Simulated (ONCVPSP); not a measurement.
lead: excitation energies, all-electron against ONCV

ONCVPSP 4.0.1 input, shortened (lines: element, Z, core and valence counts, functional; n l f; lmax; l rc ep ncon nbas qcut; lloc lpopt rc5 dvloc0; l nproj debl; icmod fcfact rcfact), PBE, scalar-relativistic:

```
  Pb 82.00   13    2        4      upf
    1    0    2.00
    2    0    2.00
    2    1    6.00
    3    0    2.00
    3    1    6.00
    3    2   10.00
    4    0    2.00
    4    1    6.00
    4    2   10.00
    4    3   14.00
    5    0    2.00
    5    1    6.00
    5    2   10.00
    6    0    2.00
    6    1    2.00
    1
    0    2.44    0.00    4    8    3.40
    1    2.44    0.00    4    8    3.70
    4    3    1.54    6.00
    0    2    2.50
    1    3    1.00
    0    0.00    0.00
```

Energies are relative to the spin-unpolarised reference configuration 6s2 6p2; without spin polarisation the order of configurations can differ from experiment.

```
valence configuration  charge  ΔE all-electron (eV)  error AE − PS (meV)
              6s2 6p0      +2                20.021                  +80
              6s1 6p0      +3                52.431                 +147
            6s2 6p1.5    +0.5                 2.492                 +1.1
```

Task: What are ΔE and the potential's error for 6s2 6p1?

Result: ΔE = 6.576 eV all-electron; the error (AE − PS) is +8.3 meV.

Note: ghosts flagged at negative energy: p at -65.2 eV; GHOST(+) flagged for s at 117.2 eV. A true bound ghost makes a file unfit for plane-wave use.
